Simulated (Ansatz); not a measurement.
Cost and result for the atomization energy of CH7NSi3 (`[SiH3][SiH]1C=N[SiH2]1`) (12 atoms, 12 bonds).

```xyz
12

Si   -1.8950    0.7432    0.8200
Si   -0.4013   -0.3434   -0.6151
C     0.8570   -1.4934    0.2758
N     2.0356   -0.9939    0.1885
Si    1.7818    0.4534   -0.8323
H    -2.9298   -0.1969    1.3296
H    -1.1424    1.3028    1.9737
H    -2.5719    1.8552    0.0997
H    -1.1381   -0.9484   -1.7639
H     0.7025   -2.4285    0.8311
H     2.2150    1.7133   -0.1711
H     2.4866    0.3365   -2.1360
```

Charge 0, multiplicity 1. The structure was optimised at the PBE0-D4/def2-TZVP level. Program: Ansatz. All runs use 4 threads of an Arm Neoverse V1 on a shared host. Times are those of one run each, without the atoms' runs, and a repeat can differ threefold. Electronic energies, without spin–orbit coupling; frozen cores. CCSD(T)/CBS adds CCSD(T) − MP2 in def2-TZVPP to the MP2 limit, and its time is that of the two runs behind it. T1 = 0.015. B3LYP takes the VWN-RPA correlation (the form of Gaussian; ORCA's B3LYP/G). HSE06 is the plane-wave form, built on full-range PBE exchange.

CCSD(T)/CBS is a level of theory with its own doubt, some kJ/mol a heavy atom from the limit and from the frozen cores, so smaller differences don't rank the functionals.

```csv
level,functions,wall time,atomization (kcal/mol),difference from CCSD(T)/CBS,per bond
LDA (SPW92)/def2-TZVPP,286,1.8 s,1062.4,121.9,10.2
BLYP-D4/def2-TZVPP,286,2.7 s,937.8,-2.7,-0.2
HSE06-D4/def2-TZVPP,286,4.6 s,938.6,-1.9,-0.2
CAM-B3LYP-D4/def2-TZVPP,286,5.5 s,942.3,1.8,0.2
CCSD(T)/def2-SVP,117,5.5 s,870.6,-69.9,-5.8
B3LYP-D4/def2-TZVPP (with forces),286,7 s,941.4,0.9,0.1
r2SCANh-D4/def2-TZVPP,286,7 s,935.0,-5.5,-0.5
B2PLYP/def2-TZVPP,286,7.5 s,926.7,-13.8,-1.1
PBE-QIDH/def2-TZVPP,286,8 s,929.8,-10.7,-0.9
ωB97X-V/def2-TZVPP,286,11 s,950.7,10.2,0.9
MP2/def2-QZVPP,534,31 s,932.6,-7.9,-0.7
CCSD(T)/def2-TZVPP,286,3.1 min,911.9,-28.6,-2.4
CCSD(T)/CBS(def2),–,3.6 min,940.5,0.0,0.0
```

The D4 term adds +12.5 kcal/mol with B3LYP and +6.6 kcal/mol with PBE0; it sums over pairs of atoms, weighted by their polarisabilities, and B3LYP, whose exchange is more repulsive, gets the larger term. From BLYP to BHLYP (50 % exact exchange), in def2-TZVPP and without D4, the atomization energy moves by −12.1 kcal/mol: exact exchange takes away binding that semilocal exchange gives to molecules. In def2-TZVPP, CCSD(T) changes the Hartree–Fock value by +239.2 kcal/mol (the triples alone add +15.3 kcal/mol) and MP2 by +242.8 kcal/mol; breaking electron pairs costs correlation energy, which Hartree–Fock lacks.
